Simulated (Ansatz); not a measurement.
A structure relaxed at PBE0-D4/def2-TZVP, charge 0, multiplicity 1:

```xyz
8

N     0.735   -0.076   -1.264
Al   -0.109    0.097    0.271
O    -1.181   -1.063    0.887
O     0.175    1.502    1.168
H     0.659   -0.855   -1.895
H     1.371    0.614   -1.629
H    -1.402   -1.883    0.453
H    -0.247    1.663    2.009
```

(1) Give its formula and SMILES.

(2) Point group (tolerance 0.08 Å, 0.16 Å for H)?

(3) Summarise the bond lengths by kind.

Answers

(1) AlH4NO2, `[NH2][Al]([OH])[OH]`.

(2) Cs.

(3) 1 × Al–N 1.760 Å; 2 × H–N 1.005 to 1.006 Å; 2 × Al–O 1.692 to 1.695 Å; 2 × H–O 0.954 to 0.955 Å.

Results of the Gaussian-basis code of Ansatz.
